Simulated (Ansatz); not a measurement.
NH$_{6}$Se (SMILES [NH4+].[SeH2]) (charge +1), closed shell: a relaxation.

The input file, in.yaml:

```yaml
crystal:
  periodic: [false, false, false]
  atoms:
    - {symbol: N, position_ang: [-0.083438, 0.008336, -1.313120]}
    - {symbol: H, position_ang: [-0.055349, 0.163691, -0.226221]}
    - {symbol: H, position_ang: [0.854688, -0.262036, -1.657623]}
    - {symbol: H, position_ang: [-0.375239, 0.885217, -1.780365]}
    - {symbol: H, position_ang: [-0.758880, -0.740439, -1.547497]}
    - {symbol: Se, position_ang: [-0.038039, 0.613224, 1.949867]}
    - {symbol: H, position_ang: [-0.797833, -0.599897, 2.350294]}
    - {symbol: H, position_ang: [1.254090, -0.068096, 2.224666]}
basis:
  gaussian: {orbitals: def2-TZVP}
total_charge: 1
hamiltonian: {xc: pbe0, dispersion: d4}
relax: {f_tol: 0.005, max_steps: 200}
```

Command:

```bash
ansatz run in.yaml --threads 4 --pin off --events-out ev --progress --plain --max-ram 9574MiB
```

Output of Ansatz 0.2.0:

```
Functional definition: PBE0
  name "PBE0"
  cite "Adamo & Barone, J. Chem. Phys. 110, 6158 (1999) doi:10.1063/1.478522"
  cite "Perdew, Burke & Ernzerhof, Phys. Rev. Lett. 77, 3865 (1996) doi:10.1103/PhysRevLett.77.3865"
  parent pbe
  parameter a = 0.25
  parameter kappa = 0.804
  parameter beta = 0.06672455060314922
  exchange = (1 - a)*pbe_x(kappa = kappa, mu = beta*pi^2/3) + a*exact_x
  correlation = pbe_c(beta = beta)
831 factors; their error is unknown
mean field evaluation 1: about -66913.3857 eV, gradient 6.8e1 eV
mean field evaluation 2: about -66909.9714 eV, gradient 7.5e1 eV
mean field evaluation 4: about -66921.5660 eV, gradient 2.5e0 eV
mean field evaluation 8: about -66921.9840 eV, gradient 7.6e-2 eV
mean field -66921.98403002 eV, -2459.3375517533 hartree, gradient 7.2e-5 eV, S^2 0.000000; 0 other end points of the search recorded, 0 dependent functions left out
the calculation of the forces begins
reference -66921.98405484 eV, -2459.3375526652 hartree; 23, 23 occupied and 92, 92 virtual orbitals, 831 factors
relax step   1: F+E_penalty+E_count = -66922.04078045 eV  Δ(F+E_penalty+E_count) = +0.000e0 eV  max|allowed force component| = 6.947e-1 eV/Å  Δτ_max = 0.0000 Å  (24 SCF iters, accepted)
these checks for a lower state are left out or cut short: starts, cluster_reference, orbital_swaps, neighbouring_geometries, increment
831 factors; their error is unknown
mean field evaluation 16: about -66921.6035 eV, gradient 1.1e-2 eV
mean field -66922.01116593 eV, -2459.3385489795 hartree, gradient 1.4e-5 eV, S^2 0.000000; 0 other end points of the search recorded, 0 dependent functions left out
the calculation of the forces begins
reference -66922.01119068 eV, -2459.3385498891 hartree; 23, 23 occupied and 92, 92 virtual orbitals, 831 factors
relax step   2: F+E_penalty+E_count = -66922.06748602 eV  Δ(F+E_penalty+E_count) = -2.671e-2 eV  max|allowed force component| = 4.189e-1 eV/Å  Δτ_max = 0.0393 Å  (29 SCF iters, accepted)
these checks for a lower state are left out or cut short: starts, cluster_reference, orbital_swaps, neighbouring_geometries, increment
831 factors; their error is unknown
mean field -66922.00898588 eV, -2459.3384688642 hartree, gradient 1.2e-5 eV, S^2 0.000000; 0 other end points of the search recorded, 0 dependent functions left out
the calculation of the forces begins
reference -66922.00901034 eV, -2459.3384697632 hartree; 23, 23 occupied and 92, 92 virtual orbitals, 831 factors
relax step   3: F+E_penalty+E_count = -66922.06592808 eV  Δ(F+E_penalty+E_count) = +1.558e-3 eV  max|allowed force component| = 1.430e-1 eV/Å  Δτ_max = 0.1092 Å  (28 SCF iters, rejected (line search))
these checks for a lower state are left out or cut short: starts, cluster_reference, orbital_swaps, neighbouring_geometries, increment
831 factors; their error is unknown
mean field evaluation 32: about -66922.0166 eV, gradient 1.5e-4 eV
mean field -66922.01664573 eV, -2459.3387503585 hartree, gradient 1.3e-5 eV, S^2 0.000000; 0 other end points of the search recorded, 0 dependent functions left out
the calculation of the forces begins
reference -66922.01667038 eV, -2459.3387512645 hartree; 23, 23 occupied and 92, 92 virtual orbitals, 831 factors
relax step   4: F+E_penalty+E_count = -66922.07295336 eV  Δ(F+E_penalty+E_count) = -5.467e-3 eV  max|allowed force component| = 1.148e-1 eV/Å  Δτ_max = 0.0303 Å  (29 SCF iters, accepted)
these checks for a lower state are left out or cut short: starts, cluster_reference, orbital_swaps, neighbouring_geometries, increment
831 factors; their error is unknown
mean field -66922.01678739 eV, -2459.3387555643 hartree, gradient 1.3e-5 eV, S^2 0.000000; 0 other end points of the search recorded, 0 dependent functions left out
the calculation of the forces begins
reference -66922.01681204 eV, -2459.3387564704 hartree; 23, 23 occupied and 92, 92 virtual orbitals, 831 factors
relax step   5: F+E_penalty+E_count = -66922.07310397 eV  Δ(F+E_penalty+E_count) = -1.506e-4 eV  max|allowed force component| = 3.399e-3 eV/Å  Δτ_max = 0.0043 Å  (30 SCF iters, accepted)
831 factors; their error is unknown
mean field -66922.01678739 eV, -2459.3387555643 hartree, gradient 1.3e-5 eV, S^2 0.000000; 1 other end points of the search recorded, 0 dependent functions left out
the calculation of the forces begins
reference -66922.01681204 eV, -2459.3387564704 hartree; 23, 23 occupied and 92, 92 virtual orbitals, 831 factors
Total energy: -66922.07312862 eV, -2459.3408260664 hartree
Atom 0 at    -0.084895     0.010171    -1.326199 Å, force    -0.000881     0.001230     0.000635 eV/Å
Atom 1 at    -0.058533     0.159578    -0.271642 Å, force     0.001266    -0.000436     0.003399 eV/Å
Atom 2 at     0.842051    -0.257102    -1.660018 Å, force    -0.001166    -0.000125    -0.001647 eV/Å
Atom 3 at    -0.372184     0.875147    -1.786422 Å, force     0.000206    -0.001139    -0.001310 eV/Å
Atom 4 at    -0.750728    -0.729522    -1.553359 Å, force     0.000835     0.000433    -0.002136 eV/Å
Atom 5 at    -0.033109     0.600538     1.973417 Å, force    -0.000091    -0.000905    -0.000537 eV/Å
Atom 6 at    -0.789840    -0.593181     2.375189 Å, force     0.000255     0.000606     0.000929 eV/Å
Atom 7 at     1.247238    -0.065629     2.249035 Å, force    -0.000424     0.000337     0.000667 eV/Å
Dipole moment:     0.010600    -0.497617    -1.907404 e Å
```

The lines “mean field evaluation” count trial sets of orbitals through the whole run, from several starts and some on an approximate energy, so they need not fall steadily or lie above the final value.

Hardware: 4 CPU threads of an AMD EPYC 9R45, shared host. Wall time about 2.2 s.
